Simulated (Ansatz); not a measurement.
Si₂H₆ClOF₃, closed shell: harmonic vibrations.

in.yaml

```yaml
crystal:
  periodic: [false, false, false]
  atoms:
    - {symbol: Si, position_ang: [-1.948807, 0.665736, 0.607059]}
    - {symbol: Si, position_ang: [1.908961, -1.439341, 0.119318]}
    - {symbol: F, position_ang: [-3.452086, 1.107699, 0.495181]}
    - {symbol: F, position_ang: [-1.838777, -0.836327, 0.183867]}
    - {symbol: Cl, position_ang: [-1.351723, 0.928430, 2.505599]}
    - {symbol: H, position_ang: [0.134750, 0.847732, -1.579975]}
    - {symbol: O, position_ang: [-1.036795, 1.497815, -0.450467]}
    - {symbol: H, position_ang: [1.253130, -0.251658, 0.726764]}
    - {symbol: F, position_ang: [0.826374, 0.558723, -2.137122]}
    - {symbol: H, position_ang: [2.329391, -2.342936, 1.223541]}
    - {symbol: H, position_ang: [0.948513, -2.153595, -0.753988]}
    - {symbol: H, position_ang: [3.104944, -1.014121, -0.645469]}
    - {symbol: H, position_ang: [-0.877873, 2.431842, -0.294408]}
basis:
  gaussian: {orbitals: def2-TZVP}
hamiltonian: {xc: pbe0, dispersion: d4}
phonons: {temperatures: {t_min: 298.15, t_max: 900, t_step: 200}}
```

Run by:

```bash
ansatz run in.yaml --threads 4 --pin off --events-out ev --progress --plain --max-ram 66560MiB --backend cuda --devices 0, --max-vram 37GiB
```

What Ansatz 0.2.0 printed:

```
Functional definition: PBE0
  name "PBE0"
  cite "Adamo & Barone, J. Chem. Phys. 110, 6158 (1999) doi:10.1063/1.478522"
  cite "Perdew, Burke & Ernzerhof, Phys. Rev. Lett. 77, 3865 (1996) doi:10.1103/PhysRevLett.77.3865"
  parent pbe
  parameter a = 0.25
  parameter kappa = 0.804
  parameter beta = 0.06672455060314922
  exchange = (1 - a)*pbe_x(kappa = kappa, mu = beta*pi^2/3) + a*exact_x
  correlation = pbe_c(beta = beta)
1687 factors; their error is unknown
mean field evaluation 1: about -38557.6393 eV, gradient 6.9e1 eV
mean field evaluation 2: about -38550.6993 eV, gradient 9.8e1 eV
mean field evaluation 4: about -38564.4010 eV, gradient 2.9e0 eV
mean field evaluation 8: about -38564.4120 eV, gradient 5.9e-2 eV
mean field evaluation 16: about -38564.5522 eV, gradient 4.5e-5 eV
mean field -38564.55216459 eV, -1417.2211520562 hartree, gradient 4.5e-5 eV, S^2 0.000000; 0 other end points of the search recorded, 0 dependent functions left out
the calculation of the forces begins
reference -38564.55220015 eV, -1417.2211533632 hartree; 43, 43 occupied and 228, 228 virtual orbitals, 1687 factors
these checks for a lower state are left out or cut short: stability, starts, cluster_reference, orbital_swaps, neighbouring_geometries, increment
1687 factors; their error is unknown
Total energy: -38564.80787546 eV, -1417.2305492575 hartree
Atom 0 at    -1.948807     0.665736     0.607059 Å, force     0.001296     0.002437    -0.001691 eV/Å
Atom 1 at     1.908961    -1.439341     0.119318 Å, force     0.000460    -0.000139     0.000496 eV/Å
Atom 2 at    -3.452086     1.107699     0.495181 Å, force    -0.000820    -0.000110     0.000193 eV/Å
Atom 3 at    -1.838777    -0.836327     0.183867 Å, force     0.000490    -0.001428    -0.000838 eV/Å
Atom 4 at    -1.351723     0.928430     2.505599 Å, force    -0.000199    -0.000241     0.000361 eV/Å
Atom 5 at     0.134750     0.847732    -1.579975 Å, force    -0.001889     0.000607     0.001502 eV/Å
Atom 6 at    -1.036795     1.497815    -0.450467 Å, force    -0.001194     0.001937     0.004087 eV/Å
Atom 7 at     1.253130    -0.251658     0.726764 Å, force    -0.000702     0.001867    -0.000463 eV/Å
Atom 8 at     0.826374     0.558723    -2.137122 Å, force     0.001836    -0.000838    -0.001153 eV/Å
Atom 9 at     2.329391    -2.342936     1.223541 Å, force     0.001213    -0.001305     0.000150 eV/Å
Atom 10 at     0.948513    -2.153595    -0.753988 Å, force     0.000103     0.000110    -0.000378 eV/Å
Atom 11 at     3.104944    -1.014121    -0.645469 Å, force    -0.001180    -0.000397     0.000018 eV/Å
Atom 12 at    -0.877873     2.431842    -0.294408 Å, force     0.000586    -0.002500    -0.002283 eV/Å
Dipole moment:    -0.262057     0.552174     0.381600 e Å
Vibrations: 19.54 29.99 39.82 50.77 67.30 85.21 137.69 145.50 158.86 174.68 227.85 255.57 328.61 337.91 353.16 564.05 586.61 647.48 864.92 901.77 906.24 912.92 934.11 967.56 970.86 988.07 1023.08 2226.89 2231.72 2254.47 2262.59 3833.55 3904.12 cm⁻¹, zero-point energy 1.822162 eV

[the SCF lines of later steps are left out]
```

The lines “mean field evaluation” count trial sets of orbitals through the whole run, from several starts and some on an approximate energy, so they need not fall steadily or lie above the final value.

Hardware: 4 CPU threads of an AMD EPYC 7R13 and a share of one NVIDIA H100, shared host. Wall time 82 s; peak host memory 0.93 GiB.
